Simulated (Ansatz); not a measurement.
A nudged elastic band was laid between two geometries of AlH$_{8}$NSSi$_{3}$ (14 atoms, charge 0, multiplicity 1).

Computed with Ansatz, RKS B3LYP-D4/STO-3G.

| Property | Result |
| --- | --- |
| movable images | 7 |
| climbing image | yes |
| spring | 5.0 eV/Å² |
| optimiser | quadratic models (default) |
| start path | through a guess of the saddle point |
| force threshold | 0.03 eV/Å |
| iteration limit | 59 |
| end points | relaxed |

Initial state:

```xyz
14
Properties=species:S:1:pos:R:3
N 1.120 -2.102 2.496
Si 0.940 -0.355 2.092
Al 0.335 0.264 -0.062
Si -0.332 -0.445 -2.132
Si -0.479 1.763 -1.572
S -2.241 2.985 -1.638
H 0.220 -2.605 2.265
H 1.804 -2.545 1.823
H -0.024 0.148 3.053
H 2.219 0.238 2.437
H -1.577 -1.186 -2.230
H 0.479 -0.818 -3.276
H 0.534 2.532 -2.274
H -3.012 2.097 -0.953
```

Final state:

```xyz
14
Properties=species:S:1:pos:R:3
N 0.542 -2.108 2.297
Si 0.986 -0.388 2.011
Al 0.305 0.263 -0.099
Si -0.212 -0.352 -2.239
Si -0.555 1.796 -1.545
S -2.403 2.881 -1.635
H 0.855 -2.390 3.264
H 1.127 -2.727 1.675
H 0.340 0.343 3.083
H 2.414 -0.154 2.208
H -1.391 -1.171 -2.448
H 0.687 -0.600 -3.351
H 0.428 2.686 -2.136
H -3.136 1.893 -1.055
```

What changes between the two ends?

No bond is made or broken. The height of N1 over the plane of its neighbours goes from 0.46 to -0.45 Å.

What energy profile does the band end with?

The run converged. The highest image is number 4 of 0 to 8, 0.130 eV above the first end and 0.149 eV above the last; the last end lies 0.019 eV below the first. A vibrational analysis at the climbing image gives one clearly imaginary mode, 417i cm⁻¹: a first-order saddle point. Limits of this set-up: minimal basis.

| image | path coordinate (Å) | energy (eV) | height of N1 over the plane of its neighbours (Å) |
| --- | --- | --- | --- |
| 0 | 0.00 | 0.000 | 0.46 |
| 1 | 0.42 | 0.001 | 0.46 |
| 2 | 0.84 | 0.009 | 0.45 |
| 3 | 1.27 | 0.039 | 0.43 |
| 4 | 1.69 | 0.130 | 0.06 |
| 5 | 1.95 | 0.072 | -0.21 |
| 6 | 2.20 | -0.010 | -0.42 |
| 7 | 2.46 | -0.019 | -0.45 |
| 8 | 2.72 | -0.019 | -0.45 |

What is the geometry of the highest image?


```xyz
14
Properties=species:S:1:pos:R:3
N 0.958 -2.077 2.312
Si 1.003 -0.363 2.037
Al 0.341 0.275 -0.092
Si -0.228 -0.378 -2.210
Si -0.526 1.787 -1.558
S -2.359 2.901 -1.644
H 0.490 -2.502 3.125
H 1.236 -2.781 1.613
H 0.167 0.208 3.075
H 2.341 0.159 2.299
H -1.427 -1.181 -2.366
H 0.629 -0.665 -3.346
H 0.460 2.648 -2.189
H -3.098 1.940 -1.027
```

What are the harmonic wavenumbers there?

417i, 22, 48, 52, 87, 109, 141, 162, 216, 309, 332, 397, 466, 520, 578, 625, 680, 703, 760, 794, 831, 913, 956, 1006, 1045, 1092, 1136, 1790, 2557, 2583, 2603, 2633, 2643, 2943, 3734, 3917 cm⁻¹.

The band took 15 iterations and about 6 core-minutes.

The run took 6.5 min on 1 CPU thread of a shared host.
